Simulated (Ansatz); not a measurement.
Consider the redistribution: `[CH3][Ge]([F])([SiH3])[Cl]` + `[OH][W]([OH])([OH])([F])([Cl])[Cl]` → `[CH3][Ge]([SiH3])([Cl])[Cl]` + `[OH][W]([OH])([OH])([F])([F])[Cl]`.

Isolated molecules relaxed with PBE0-D4/def2-TZVP in Ansatz; ΔE leaves out vibrations. CCSD(T)/CBS is the MP2 limit (def2-TZVPP, def2-QZVPP) plus CCSD(T) − MP2 in def2-TZVPP, frozen cores. Functionals use def2-TZVPP. Elements past krypton have def2 core potentials. For Ge, W outer-core shells are correlated without core-valence functions, which leaves a few kJ/mol of doubt a bond. Scalar relativity is left out up to krypton. Each species was taken in one conformer, which may not be the lowest.

`[CH3][Ge]([F])([SiH3])[Cl]`:

Cartesian coordinates in Å:
```
C -0.679 0.649 -1.628
Ge 0.389 -0.392 -0.395
F 2.052 -0.109 -0.840
Si 0.233 -0.092 1.968
Cl 0.051 -2.482 -0.820
H -0.418 0.359 -2.646
H -1.739 0.458 -1.459
H -0.474 1.711 -1.489
H -1.158 -0.407 2.383
H 1.192 -1.013 2.623
H 0.550 1.319 2.304
```

`[OH][W]([OH])([OH])([F])([Cl])[Cl]`:

```xyz
10

O    -1.719    0.374    0.594
W     0.034    0.091    0.086
O     0.431   -1.251    1.316
O     0.092    1.340   -1.296
F     1.731   -0.388   -0.610
Cl    0.802    1.684    1.566
Cl   -0.855   -1.517   -1.394
H    -2.561   -0.003    0.331
H     1.234   -1.779    1.330
H     0.811    1.449   -1.924
```

`[CH3][Ge]([SiH3])([Cl])[Cl]`:

```xyz
11

C    -0.475    1.173    1.386
Ge    0.134    0.559   -0.349
Si    0.271   -1.769   -0.842
Cl   -1.163    1.454   -1.833
Cl    2.103    1.398   -0.668
H    -1.491    0.820    1.564
H    -0.460    2.263    1.398
H     0.189    0.792    2.164
H     1.211   -2.407    0.114
H     0.762   -1.913   -2.233
H    -1.080   -2.369   -0.700
```

`[OH][W]([OH])([OH])([F])([F])[Cl]`:

```xyz
10

O    -0.963   -0.887   -1.169
W    -0.044    0.003    0.183
O     1.550   -0.886   -0.234
O     0.352    1.445   -0.919
F    -0.768   -1.314    1.301
F     0.922    0.559    1.694
Cl   -1.804    1.342    0.958
H    -1.422   -1.726   -1.069
H     2.338   -0.781    0.309
H    -0.162    2.245   -1.054
```

CCSD(T)/CBS gives -9.4 kcal/mol.

Problem. Another level gave -9.1 kcal/mol. Which?
A. HF/def2-TZVPP
B. BLYP-D4/def2-TZVPP
C. MP2/def2-TZVPP
D. r2SCANh-D4/def2-TZVPP

Solution. B. BLYP-D4 -9.1, r2SCANh-D4 -10.2, HF/def2-TZVPP -12.0, MP2/def2-TZVPP -8.1 kcal/mol.

Largest T1 diagnostic among the species: 0.022, so the coupled-cluster value is less sure than usual.

In def2-TZVPP, CCSD(T) changes the Hartree–Fock value by +2.3 kcal/mol (the triples alone add +1.0 kcal/mol) and MP2 by +3.9 kcal/mol. Leaving LDA and LC-ωPBE aside and taking each functional with its dispersion term where it has one, the values, not all of them listed here, spread over 2.6 kcal/mol, from ωB97X-V to B2PLYP.
